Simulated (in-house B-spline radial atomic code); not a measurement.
Inner levels of chlorine as electrons are removed. A shift is the extra binding of the orbital against the neutral atom ([Ne] 3s2 3p5). Computed with a radial B-spline atomic code at the basis-set limit: non-relativistic Hartree-Fock, average of the configuration, point nuclei.

| ion | configuration | shift of 1s (eV) | radius of 1s (bohr) | Σ<r²> (bohr²) | change of density at nucleus (bohr⁻³) |
| --- | --- | --- | --- | --- | --- |
| Cl9+ | [He] 2s2 2p4 | 282.81 | 0.091028 | 1.1236 | 12.785 |
| Cl10+ | [He] 2s2 2p3 | 361.95 | 0.090886 | 0.90135 | 29.292 |
| Cl11+ | [He] 2s2 2p2 | 445.47 | 0.090727 | 0.70463 | 46.977 |
| Cl12+ | [He] 2s2 2p1 | 533.33 | 0.090549 | 0.52976 | 65.856 |
| Cl13+ | [He] 2s2 | 625.49 | 0.090353 | 0.37374 | 85.942 |
| Cl14+ | [He] 2s1 | 708.13 | 0.090332 | 0.1913 | -57.036 |
| Cl15+ | 1s2 | 793.41 | 0.090229 | 0.021772 | -212.52 |
| Cl16+ | 1s1 | 1077.99 | 0.088235 | 0.010381 | -1655.33 |
